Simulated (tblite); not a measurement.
Species: C5H3FNP3.
Cartesian coordinates in Å at the GFN2-xTB level; atoms count from 1:
```
atom  x, y, z in Å
C1    -2.4387   -0.4378   -0.1532
C2    -0.9950    0.0027   -0.0953
P3    -0.7851    1.7248   -0.2557
C4     0.9367    1.9647   -0.1270
F5     1.2427    3.2925   -0.2386
P6     2.3722    1.0139    0.0963
C7     1.7194   -0.6086    0.1988
C8     2.7204   -1.5858    0.3812
N9     3.5325   -2.3836    0.5307
P10    0.1201   -1.3195    0.1246
H11   -2.7913   -0.7139    0.8417
H12   -2.5595   -1.3099   -0.7951
H13   -3.0788    0.3609   -0.5260
```

Computed with GFN2-xTB (tblite): harmonic, unscaled wavenumbers at the GFN2-xTB geometry, gas phase. Against measured fundamentals such values can be off by several per cent, at times by over 20. The optimisation stopped once no atom felt more than 0.01 eV/Å.

Lowest wavenumbers of the output (negative numbers stand for imaginary wavenumbers):
```
mode    cm-1
  1     -32.5
  2      65.2
  3      76.9
  4     114.4
  5     120.4
  6     237.8
  7     270.2
  8     276.1
  9     279.0
 10     329.1
```

Problem. Is this structure a minimum?

Solution. Not by this Hessian. 1 mode is imaginary beyond 20i (32i cm⁻¹), so at this level the point lies at or near a first-order saddle. The curvature is small, so loose convergence or finite differences may be the whole cause.

Problem. Which atoms move in the imaginary mode?

Solution. 32i: H12 (methyl hydrogen) 36 %, H11 (methyl hydrogen) 35 %, H13 (methyl hydrogen) 25 %. These are shares of the mass-weighted motion.

Problem. What is the remedy?

Solution. Step along that mode in both directions, optimise again with tighter thresholds and repeat the frequencies. The zero-point energy of this point (42.6 kcal/mol) counts the 32 real modes alone, and thermal corrections from it aren't those of a minimum.

The run took 0.62 s of wall time on one thread, Arm Neoverse V1 (aarch64), shared host with 32 logical CPUs at a one-minute load of 22. The figure is for the frequency step alone.
